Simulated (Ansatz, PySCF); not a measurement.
Gas-phase reaction in SMILES: [CH]=CC[SiH3] → [CH-]=CC[SiH3] (an electron is taken up)

Wanted: adiabatic electron affinity (0 K, with zero-point energies), in eV. Positive where the reaction releases energy. Set-up: non-relativistic; open shells spin-unrestricted; six Cartesian d functions in 6-31G* and its kin unless marked 5d; 6-311+G** with 5d, 6d on Na to Ar in Ansatz (an electronic-structure program); dispersion terms only where a functional's name holds one; LANL2DZ with its own core potentials from Na on; no spin-orbit coupling. Ab initio and DFT rows: single points at B3LYP-D3(BJ) geometries (Ansatz), with unscaled harmonic terms from B3LYP/6-31G* (Ansatz) at its own minima. Sets without +, aug- or the D of def2-TZVPD hold no diffuse functions, which anions need.

| level | program | adiabatic electron affinity (0 K, with zero-point energies) (eV) |
|---|---|---|
| PBE/6-31G* | Ansatz | 0.27 |
| PBE/6-311+G** | Ansatz | 1.06 |
| BP86/def2-SVP | PySCF | 0.69 |
| B3LYP/LANL2DZ | Ansatz | 0.33 |
| B3LYP/6-31+G* | Ansatz | 1.00 |
| B3LYP/6-311+G** | Ansatz | 1.02 |
| B3LYP-D3(BJ)/def2-TZVPD | Ansatz + dftd3 | 1.00 |

No value to compare with is used here. The 6 habitual levels span 0.27 (PBE/6-31G*) to 1.06 eV (PBE/6-311+G**); B3LYP-D3(BJ)/def2-TZVPD gives 1.00.

The levels are drawn from those run, B3LYP/6-31G* more often than the rest, none by its result; left out are runs that failed, that the program found above a lower state of the same kind, or whose <S^2> lies over 0.5 above the pure value.
